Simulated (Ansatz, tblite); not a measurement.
Cost and result up the ladder for the cluster K₂Sn₂Cl₆ (the lowest singlet isomer of a short search) (10 atoms). Charge 0, multiplicity 1. Geometry: r2SCAN-D4/def2-SVP.

```xyz
10

K    -1.1296    1.5853   -1.4780
K     0.9278   -0.9319    0.9840
Sn   -2.2324   -1.3004    2.9968
Sn    2.3929    0.8178   -2.7029
Cl   -1.9217    0.5247    1.1913
Cl    0.7084    2.3012   -3.7927
Cl    0.6432   -0.9564   -2.1832
Cl    0.0278   -0.7825    3.9257
Cl   -1.2996   -3.0235    1.4536
Cl    1.8830    1.7657   -0.3947
```

Ansatz on 6 threads of Intel Xeon on a shared host; xTB runs through tblite on one thread. Times are rough, summed over both states, and most runs start from the orbitals of an earlier one. PBE0-D4/def2-TZVP serves as the yardstick here, not as an exact answer. The other state is a triplet.

In the def2 sets Sn takes a core potential; there is no spin–orbit coupling. The xTB rows come from tblite. The structure comes from a short search, and lower isomers may exist.

xTB has no spin-polarisation term.

```csv
level,functions,wall time,vertical triplet (eV),difference from PBE0-D4/def2-TZVP (eV)
GFN1-xTB,80,0.22 s,5.44,1.24
GFN2-xTB,80,0.45 s,4.43,0.22
PBE-D4/def2-TZVP,388,53 s,4.14,-0.07
r2SCAN-D4/def2-TZVP (with forces),388,2.2 min,4.18,-0.03
PBE0-D4/def2-TZVP,388,2.6 min,4.21,0.00
```
